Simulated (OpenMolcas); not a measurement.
Computed levels of 4s² 4p² in ions with 32 electrons, in cm-1 above ³P₀.

```json
{"Program": "OpenMolcas", "Method": "SS-CASPT2, IPEA 0.25 Eh, imaginary shift 0.1 Eh", "Basis": "ANO-RCC-VTZP", "Scalar Hamiltonian": "DKH2, point nucleus", "Spin-orbit coupling": "RASSI with atomic mean-field integrals over the reference wave functions, term energies averaged over their components"}
```

Active space for each ion: 4 electrons in 4 orbitals (4s 4p); closed shells correlated by CASPT2: 3d.

```json
{"Level": "³P₁", "As+": "945", "Br3+": "2370", "Kr4+": "3340"}
{"Level": "³P₂", "As+": "2280", "Br3+": "5150", "Kr4+": "6940"}
{"Level": "¹D₂", "As+": "9890", "Br3+": "15900", "Kr4+": "19200"}
{"Level": "¹S₀", "As+": "21610", "Br3+": "32700", "Kr4+": "38260"}
```

Problem. Estimate ³P₂, ¹D₂, ¹S₀ for Se2+ from its neighbours As+ and Br3+.

Solution. ³P₂ is fine structure, which grows about as the fourth power of a screened charge, so the fourth roots are averaged: ((2280^0.25 + 5150^0.25) / 2)^4 = 3498. The calculation gives 3560, so the estimate is off by -1.7 %; the measured value is 3937 (Moore, Atomic Energy Levels, vol. II, NSRDS-NBS 35 (1971 reprint of NBS Circular 467, 1952)).
¹D₂ is another term, which grows about linearly with the charge: (9890 + 15900) / 2 = 12895. The calculation gives 12760, so the estimate is off by +1.1 %; the measured value is 13032 (Moore, Atomic Energy Levels, vol. II, NSRDS-NBS 35 (1971 reprint of NBS Circular 467, 1952)).
¹S₀ is another term, which grows about linearly with the charge: (21610 + 32700) / 2 = 27155. The calculation gives 27190, so the estimate is off by -0.1 %.

CASPT2 breaks the degeneracy within a term, and the mean is taken; among the terms shown or strongly mixed into the levels shown the widest spread is 12 cm-1 (4s² 4p² ¹D, As+). Over all roots computed the reference weight is 0.86 to 0.98 in As+, 0.86 to 0.98 in Se2+, 0.87 to 0.99 in Br3+, 0.87 to 0.99 in Kr4+; the roots of lowest weight are the least certain, and an intruder state may touch them. Measured partners are found by configuration, term and J. A level has none where our copy of the source lacks it or the pairing is in doubt (some pairs that miss far off the trend of their configuration count as doubtful), and it then counts in no deviation. Levels of configurations outside the active space are missing.
